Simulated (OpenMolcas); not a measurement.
## A ladder of methods for CHFGaN (SMILES N#[C][GaH][F])

The species is CHFGaN (5 atoms), meant as a singlet with charge 0. SMILES: `N#[C][GaH][F]`. The coordinates come from a PBE0-D4/def2-TZVP relaxation.

Each level gives the vertical ionisation energy (to the doublet cation) (eV). The values are calculated.

| level | kind | program | value (eV) | CPU time (all runs) |
| --- | --- | --- | --- | --- |
| HF/cc-pVDZ | Hartree–Fock | OpenMolcas | 11.49 | 31 s |
| BLYP/cc-pVDZ | GGA | OpenMolcas | 11.50 | 2.6 min |
| PBE/cc-pVDZ | GGA | OpenMolcas | 11.62 | 98 s |
| revPBE/cc-pVDZ | GGA | OpenMolcas | 11.56 | 2.1 min |
| r2SCAN/cc-pVDZ | meta-GGA | OpenMolcas | 11.96 | 2.2 min |
| B3LYP/cc-pVDZ | global hybrid | OpenMolcas | 12.23 | 1.7 min |
| BHLYP/cc-pVDZ | global hybrid | OpenMolcas | 12.56 | 2 min |
| PBE0/cc-pVDZ | global hybrid | OpenMolcas | 12.31 | 1.7 min |

All-electron rows without a relativistic Hamiltonian named are non-relativistic. The values span 11.49 to 12.56 eV. CPU times are rough (shared hosts, several kinds of processor): they show what a rung costs within a factor of a few.
